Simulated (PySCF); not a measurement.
Fill in the blanks.

Compound: C7H6ClF.
Numbering: `[CH3:1][c:2]1[cH:3][cH:4][cH:5][c:6]([F:7])[c:8]1[Cl:9]` (hydrogens: H10, H11, H12 on C1; H13 on C3; H14 on C4; H15 on C5)

```json
{"property": "point group of the GFN2-xTB geometry", "level": "GFN2-xTB", "value": "Cs"}
{"property": "rotational constants A, B, C of the GFN2-xTB geometry", "level": "GFN2-xTB", "value": "?"}
{"property": "dipole moment", "level": "PBE0/pcSseg-1", "value": "?"}
{"property": "HOMO energy", "level": "PBE0/pcSseg-1", "value": "?"}
{"property": "LUMO energy", "level": "PBE0/pcSseg-1", "value": "?"}
{"property": "13C chemical shifts (computed TMS as zero) by class", "level": "GIAO PBE0/pcSseg-1", "value": "?"}
{"property": "1H chemical shifts (computed TMS as zero) by class", "level": "GIAO PBE0/pcSseg-1", "value": "?"}
{"property": "isotropic shieldings of nuclei other than C and H, by class", "level": "GIAO PBE0/pcSseg-1", "value": "?"}
```

The electronic properties come from PySCF, for the isolated species, density fitting. NMR classes are plain means over equivalent atoms (diastereotopic ones count apart unless rotation or inversion swaps them), as if these changed places fast; in this geometry the members of some classes differ.

Q: Give the HOMO energy.

A: -7.26 eV.

Q: What are the 1H chemical shifts (computed TMS as zero) by class?

A: 7.38 (H14), 7.30 (H13), 7.30 (H15), 2.52 (H10/H11/H12) ppm.

Q: What is the LUMO energy?

A: -0.67 eV.

Q: What are the 13C chemical shifts (computed TMS as zero) by class?

A: 168.8 (C6), 145.5 (C2), 132.7 (C4), 132.5 (C8), 130.1 (C3), 120.0 (C5), 23.7 (C1) ppm.

Q: What is the dipole moment?

A: 2.61 D.

Q: Give the isotropic shieldings of nuclei other than C and H, by class.

A: 288 (F7), 777 (Cl9) ppm.

Q: Give the rotational constants A, B, C of the GFN2-xTB geometry.

A: 1.770, 1.539, 0.827 GHz.

 With B = h/(8π²I), that is 505.379 GHz u Å² over I, the principal moments of inertia are 285.5, 328.5 and 610.9 u Å² (most abundant isotopes). The dipole equals about 8.7 × 10⁻³⁰ C·m (1 D = 3.33564 × 10⁻³⁰ C·m). The rotational constants make it an asymmetric top with κ = (2B − A − C)/(A − C) = 0.51, nearer the oblate limit (+1).
